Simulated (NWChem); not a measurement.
# C$_{4}$H$_{2}$F$_{2}$O; SMILES Fc1cocc1F

Results from NWChem. Structure relaxed at the PBE0/def2-SVP level. Total energies compare along this basis series because the functional is fixed.

```json
[
 {"level": "PBE0/cc-pVDZ", "basis functions": "108", "energy (Ha)": "-428.0591", "highest occupied level (eV)": "-6.86", "orbital gap (eV)": "7.03", "dipole (D)": "1.33"},
 {"level": "PBE0/aug-cc-pVDZ", "basis functions": "179", "energy (Ha)": "-428.0884", "highest occupied level (eV)": "(withheld)", "orbital gap (eV)": "(withheld)", "dipole (D)": "(withheld)"},
 {"level": "PBE0/cc-pVTZ", "basis functions": "238", "energy (Ha)": "-428.1868", "highest occupied level (eV)": "-6.97", "orbital gap (eV)": "6.92", "dipole (D)": "1.43"}
]
```

Q: Fill in the missing entries.

A: 
- PBE0/aug-cc-pVDZ, highest occupied level (eV): -7.04
- PBE0/aug-cc-pVDZ, orbital gap (eV): 6.75
- PBE0/aug-cc-pVDZ, dipole (D): 1.53
